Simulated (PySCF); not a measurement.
Compound: C₆H₈ClF.
Atom-mapped SMILES: `[CH3:1][C@@H:2]1[CH2:3][C@H:4]([Cl:5])/[C:6]1=[CH:7]/[F:8]`

Structure used (GFN2-xTB), in Å, numbered top down from 1:
```
atom  x, y, z in Å
C1    -1.4212   -1.1082   -0.4265
C2    -0.4348   -0.4618    0.5331
C3    -0.6762    1.0281    0.8698
C4     0.7393    1.3605    0.3723
Cl5    0.8367    2.5661   -0.9390
C6     0.8928   -0.0631   -0.0676
C7     1.8099   -0.6686   -0.7943
F8     1.7295   -1.9745   -1.1024
H9    -2.3957   -1.2036    0.0471
H10   -1.5249   -0.5052   -1.3257
H11   -1.0714   -2.0971   -0.7125
H12   -0.3168   -1.0871    1.4210
H13   -1.4559    1.4794    0.2617
H14   -0.8546    1.2593    1.9170
H15    1.4421    1.6865    1.1398
H16    2.6935   -0.2017   -1.2052
```

NICS is the negative of the GIAO shielding at a point without a nucleus: at the ring centre (0) and 1 Å above and below it (1); zz is the component along the ring normal. Level: GIAO PBE0/pcSseg-1 (PySCF, non-relativistic, gas phase) on the GFN2-xTB geometry, one conformer.

Ring bond lengths (Å), with Mayer bond orders in brackets: C2–C3 1.546 (1.00), C3–C4 1.537 (0.99), C4–C6 1.498 (0.96), C6–C2 1.511 (0.97).

Question: What do the NICS probes read (ppm)?

Answer: 
```csv
ring,type,NICS(0),"NICS(1), two faces","NICS(1)zz, two faces",rms pucker (Å),"centre to ring atoms, mean (Å)"
C2–C3–C4–C6,4-membered carbocycle; formal bonds all single,-1.1,-0.5 / -2.0,5.3 / -0.6,0.04,1.08
```

Question: What do they say, and how far can they be read as aromaticity?

Answer: 
- C2–C3–C4–C6: mean NICS(1)zz 2.4 ppm, near zero. C2, C3, C4 have four or more neighbours; no verdict on aromaticity is drawn. The two faces differ by 5.9 ppm, so no symmetry operation interchanges them.

Question: Give the inner angles of the rings and the Hirshfeld charges of the ring atoms.

Answer: 
- C2–C3–C4–C6: C2 88.3° (-0.019 e), C3 89.7° (-0.073 e), C4 89.1° (+0.007 e), C6 92.5° (-0.035 e); sum 359.5° against 360° for a flat convex ring.
